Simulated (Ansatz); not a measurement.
## Four-centre ligand exchange

Start structure (GaNH₆, closed shell), relaxed at PBE0-D4/def2-TZVP:

```tsv
atom	x (Å)	y (Å)	z (Å)
Ga1	-0.4385	0.5725	-0.6525
N2	1.3287	0.3819	-0.2862
H3	-1.0346	-0.3636	-1.7506
H4	-1.2092	1.6684	0.1491
H5	-0.8287	-1.4494	1.4739
H6	-1.5745	-1.4650	1.4219
H7	1.9305	-0.2798	-0.7455
H8	1.8262	0.9352	0.3902
```

The step: GaNH₄ ([NH2][GaH2]) + H₂ → GaH₃ + NH₃ (still joined by a long Ga–N bond); bonds formed: Ga1–H6, N2–H5; bonds broken: H5–H6; bonds weakened to dative contacts: Ga1–N2. Computed with Ansatz 0.2.0 (basis: def2-TZVPP and def2-QZVPP); correlated methods freeze the cores. Filled d shells of the heavier atoms are correlated. The def2 sets are not built for correlating such inner shells, so the correlated values are less sure here. Extrapolation: Hartree–Fock as exp(−7.88 √X), correlation as X^−2.97. Energies below are by CCSD(T) at an estimated basis limit (MP2 extrapolated from triple and quadruple zeta, plus CCSD(T) − MP2 in triple zeta).

Question: What are the electronic barrier and the energy of the step, from the start structure to the end structure? (Judge from chemistry; the value comes from the calculation.)

Answer: By the calculation: Barrier 25.25 kcal/mol; step energy -13.49 kcal/mol (downhill); reverse barrier, their difference, 38.74 kcal/mol. Barrier and step energy count from the start structure, the reverse barrier from the end structure.

The saddle point: One imaginary mode of 1327i cm⁻¹.
```json
{"pair": "Ga1–H6", "start (Å)": "3.12", "saddle (Å)": "1.87", "end (Å)": "1.58"}
{"pair": "N2–H5", "start (Å)": "3.33", "saddle (Å)": "1.43", "end (Å)": "1.01"}
{"pair": "Ga1–N2", "start (Å)": "1.81", "saddle (Å)": "1.98", "end (Å)": "2.15"}
{"pair": "H5–H6", "start (Å)": "0.75", "saddle (Å)": "0.99", "end (Å)": "3.06"}
```

Zero-point energy (harmonic, PBE0-D4): ZPE is 31.63 kcal/mol at the start and 33.28 kcal/mol at the saddle, so the barrier goes from 25.25 to 26.90 kcal/mol.

T1 diagnostic: at most 0.015.

Labels in which every atom is bracketed show which atoms are joined, not bond orders.

For scale, one of the runs: CCSD(T)/def2-TZVPP, 163 basis functions, launched by `ansatz run in.yaml --threads 2 --pin off --events-out ev --progress --plain --max-ram 4352MiB`. Time: 34 s of wall clock on 2 CPU threads of an Intel Xeon Platinum 8375C; the host was shared. Peak host memory: 1.2 GiB.
